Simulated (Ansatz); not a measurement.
Cost and result for the atomization energy of C₃H₇In (11 atoms, 9 bonds).

```csv
atom,x (Å),y (Å),z (Å)
C1,1.3035,0.0119,0.3680
C2,-0.1634,0.1284,0.5898
C3,-0.9571,1.0057,-0.0376
In4,-1.3787,-1.0671,-1.9503
H5,1.5736,-1.0132,0.1009
H6,1.8474,0.2548,1.2866
H7,1.6474,0.6873,-0.4181
H8,-0.5959,-0.5429,1.3262
H9,-0.5588,1.7239,-0.7481
H10,-2.0105,1.0954,0.2055
H11,-0.7075,-2.2842,-0.7229
```

Total charge 0; spin multiplicity 1. Correlated methods include outer-core shells of In, which these sets cover unevenly. In takes the def2 core potential. The bonds changed during the relaxation, so this is another structure than the one it started from. The structure was optimised at the PBE0-D4/def2-TZVP level. Program: Ansatz. All runs use 4 threads of an Arm Neoverse V1 on a shared host. Times are those of one run each, without the atoms' runs, and a repeat can differ threefold. Electronic energies, without spin–orbit coupling; frozen cores. CCSD(T)/CBS adds CCSD(T) − MP2 in def2-TZVPP to the MP2 limit, and its time is that of the two runs behind it. T1 = 0.015. With those shells the extrapolation isn't a true limit. B3LYP takes the VWN-RPA correlation (the form of Gaussian; ORCA's B3LYP/G).

CCSD(T)/CBS is a level of theory with its own doubt, some kJ/mol a heavy atom from the limit and from the frozen cores, so smaller differences don't rank the functionals.

```json
{"level": "PBE-D4/def2-TZVPP (with forces)", "functions": "241", "wall time": "2.6 s", "atomization (kJ/mol)": "3966.6", "difference from CCSD(T)/CBS": "65.7", "per bond": "7.3"}
{"level": "PBE0-D4/def2-TZVPP", "functions": "241", "wall time": "2.9 s", "atomization (kJ/mol)": "3912.9", "difference from CCSD(T)/CBS": "12.0", "per bond": "1.3"}
{"level": "B3LYP-D4/def2-TZVPP (with forces)", "functions": "241", "wall time": "4.5 s", "atomization (kJ/mol)": "3912.1", "difference from CCSD(T)/CBS": "11.2", "per bond": "1.3"}
{"level": "r2SCAN-D4/def2-TZVPP (with forces)", "functions": "241", "wall time": "5 s", "atomization (kJ/mol)": "3902.8", "difference from CCSD(T)/CBS": "1.9", "per bond": "0.2"}
{"level": "B2PLYP/def2-TZVPP", "functions": "241", "wall time": "6 s", "atomization (kJ/mol)": "3856.5", "difference from CCSD(T)/CBS": "-44.4", "per bond": "-4.9"}
{"level": "ωB97X-V/def2-TZVPP", "functions": "241", "wall time": "8 s", "atomization (kJ/mol)": "3891.1", "difference from CCSD(T)/CBS": "-9.8", "per bond": "-1.1"}
{"level": "ωB97M-V/def2-TZVPP (with forces)", "functions": "241", "wall time": "13 s", "atomization (kJ/mol)": "3901.6", "difference from CCSD(T)/CBS": "0.7", "per bond": "0.1"}
{"level": "MP2/def2-QZVPP", "functions": "463", "wall time": "23 s", "atomization (kJ/mol)": "3882.8", "difference from CCSD(T)/CBS": "-18.1", "per bond": "-2.0"}
{"level": "CCSD(T)/def2-TZVPP", "functions": "241", "wall time": "2.7 min", "atomization (kJ/mol)": "3813.9", "difference from CCSD(T)/CBS": "-87.0", "per bond": "-9.7"}
{"level": "CCSD(T)/CBS(def2)", "functions": "–", "wall time": "3.1 min", "atomization (kJ/mol)": "3900.9", "difference from CCSD(T)/CBS": "0.0", "per bond": "0.0"}
```

The D4 term adds +40.8 kJ/mol with B3LYP and +21.4 kJ/mol with PBE0; it sums over pairs of atoms, weighted by their polarisabilities, and B3LYP, whose exchange is more repulsive, gets the larger term. In def2-TZVPP, CCSD(T) changes the Hartree–Fock value by +901.8 kJ/mol (the triples alone add +50.7 kJ/mol) and MP2 by +919.7 kJ/mol; breaking electron pairs costs correlation energy, which Hartree–Fock lacks. From PBE to PBE0 (25 % exact exchange), in def2-TZVPP and without D4, the atomization energy moves by −49.8 kJ/mol: exact exchange takes away binding that semilocal exchange gives to molecules.

Spin–orbit coupling would lower the free In atoms strongly, and the atomization energy with them, by more than many differences here.
